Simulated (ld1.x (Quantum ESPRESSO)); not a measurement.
gadolinium (Gd): one change to a TM potential, before and after

ld1.x (Quantum ESPRESSO) 7.5 input, shortened:

```
&input
   title='Gd', zed=64., rel=1, dft='PBE', iswitch=3,
   config='[Xe] 4f7 5d0 6s0 6p0'
 /
 &inputp
   pseudotype=2, tm=.true., lloc=-1, rcloc=2.05,
   nlcc=.true., rcore=0.70
 /
3
5S  1  0   2.00   0.00  1.40  1.40  0.0
5P  2  1   6.00   0.00  2.15  2.15  0.0
5D  3  2   0.00   0.00  1.80  1.80  0.0
 &test
   configts(1)='5s2 5p6 5d0 6s0 6p0'
 /
```

All-electron outer shells of the reference configuration (PBE, scalar-relativistic, ld1.x):

```
shell  level (eV)  outermost node (bohr)  outermost maximum (bohr)
   5s      -74.68                   0.65                      1.20
   5p      -51.84                   0.70                      1.35
   4f      -33.70                      –                      0.56
   5d      -24.69                   0.79                      1.81
   6s      -22.53                   1.56                      2.87
   6p      -17.14                   1.81                      3.37
```

Change: reference 5s2 5p6 5d1 6s2 6p0 (6s counted twice).

Cutoffs: the cutoffs (Ry, on a coarse ladder) from which the occupation-weighted sum of valence levels, in a spherical-Bessel basis at the reference potential, stays within 10 and 1 mRy of its value at 400 Ry; they do not see the model core or the augmentation charge, which bear on the density cutoff. Errors are all-electron minus pseudo energies relative to the spin-unpolarised reference configuration.

What does the change do?

The potential gets neither clearly harder nor softer (70 Ry and 120 Ry → 70 Ry and 120 Ry); the range in which the s phases agree widens (upper end -1.5 → 0.3); the range in which the p phases agree widens (upper end 0.2 → 1.9); neither file shows a bound ghost. In the changed file ld1.x takes every shell without a wave as core, so the model core holds the 6s electrons as well and exchange and correlation see them twice. This cancels in the reference configuration, but the file is broken for other ones, and its errors say nothing about a proper core correction.

| quantity | base | changed |
| --- | --- | --- |
| cutoff, loose | 70 Ry | 70 Ry |
| cutoff, tight | 120 Ry | 120 Ry |
| bound ghosts | none | none |
| largest miss of a reference level, eV | 0.00 | 0.10 |
| largest error over its own tests, meV | -329 | -459 |
| s: phases at 2.36 bohr within 0.05 rad from the reference energy up to (Ry; the scan ends near 5) | -1.5 | 0.3 |
| p: phases at 2.36 bohr within 0.05 rad from the reference energy up to (Ry; the scan ends near 5) | 0.2 | 1.9 |
| d: phases at 2.36 bohr within 0.05 rad from the reference energy up to (Ry; the scan ends near 5) | 2.5 | 4.2 |
